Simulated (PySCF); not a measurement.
Compound: C5HF3.
Numbering: `[CH:1]#[C:2][C:3]#[C:4][C:5]([F:6])([F:7])[F:8]` (hydrogens: H9 on C1)

The calculation used core-valence-separated Tamm–Dancoff BHandHLYP/aug-pcX-1 (pcseg-1 on H) in PySCF, non-relativistic, gas phase, PBE0-D3(BJ)/def2-SVP geometry.

Computed carbon K-edge spectrum, Gaussian lines of 0.6 eV full width, highest printed point 100; it ends one width below the last computed root. Absolute energies from this functional tend to lie a few eV below measured edges; no shift was applied.

photon energy (eV), absorption and a bar:
```
    282.3          1 
    282.4          2 #
    282.5          6 ##
    282.6         13 ####
    282.7         26 ########
    282.8         45 ##############
    282.9         67 ####################
    283.0         87 ##########################
    283.1         98 #############################
    283.2        100 ##############################
    283.3         95 #############################
    283.4         88 ##########################
    283.5         82 #########################
    283.6         76 #######################
    283.7         66 ####################
    283.8         53 ################
    283.9         37 ###########
    284.0         23 #######
    284.1         12 ####
    284.2          6 ##
    284.3          2 #
    284.4          1 
    284.5          0 
    284.6          0 
    284.7          0 
    284.8          0 
    284.9          0 
    285.0          0 
    285.1          0 
    285.2          0 
    285.3          0 
    285.4          0 
    285.5          0 
    285.6          0 
    285.7          0 
    285.8          0 
    285.9          0 
    286.0          0 
    286.1          0 
    286.2          1 
    286.3          2 
    286.4          3 #
    286.5          4 #
    286.6          5 #
    286.7          5 #
    286.8          5 #
    286.9          4 #
    287.0          3 #
    287.1          2 #
    287.2          3 #
    287.3          3 #
    287.4          4 #
    287.5          6 ##
    287.6          9 ###
    287.7         14 ####
    287.8         18 #####
    287.9         22 #######
    288.0         24 #######
    288.1         23 #######
    288.2         22 #######
    288.3         20 ######
```

Q: Assign the maxima to core holes.

A: 3 maxima:
- 283.2 eV: C1 (terminal alkyne carbon), 283.08 eV, f = 0.128, sum of 2, 1s→π*, 48 % of the height at the exact maximum; C4 (alkyne carbon), 283.12 eV, f = 0.099, sum of 2, 1s→π*, 39 % of the height at the exact maximum
- 286.7 eV: C1 (terminal alkyne carbon), 286.68 eV, f = 0.012, 99 % of the height at the exact maximum
- 288.0 eV: C2 (alkyne carbon), 287.98 eV, f = 0.051, sum of 2, 84 % of the height at the exact maximum

Further lines of some strength in the range: C2, 283.55 eV, f = 0.053, sum of 2; C3, 283.67 eV, f = 0.109, sum of 2.

Roots within 0.03 eV on the same or equivalent atoms count as one line; shares under 12 % aren't listed.

Vibrational structure and lifetime widths aren't in the curve. The ionisation threshold wasn't computed; near and above it a finite basis only mimics Rydberg series and continuum.
